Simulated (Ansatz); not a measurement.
## Ansatz (development build ahead of 0.2.0) run

```yaml
crystal:
  periodic: [false, false, false]
  atoms:
    - { symbol: Nb, position_ang: [0.0, 0.0, 0.0] }
    - { symbol: Nb, position_ang: [0.0, 0.0, 2.08] }
basis:
  gaussian: { orbitals: def2-SVP }
magnetization:
  spin_polarized: true
  initial_magnetization: 2
hamiltonian:
  xc: hf
output:
  forces: true
```

The input is written out in the form of the current development build from the run's settings. The basis set brings a core potential for Nb, so the total leaves out those core electrons.

The run gave:

```json
{
  "Converged": "yes",
  "Total energy": "-112.55099 hartree",
  "Spin squared of the determinant": "4.212",
  "Stability test": "minimum"
}
```

Forces (eV/Å):
| atom | Fx | Fy | Fz |
| --- | --- | --- | --- |
| Nb1 | 0.000 | 0.000 | -4.973 |
| Nb2 | 0.000 | 0.000 | 4.973 |

Caution: another spin multiplicity may lie lower; the unrestricted determinant is a mixture of spin states.
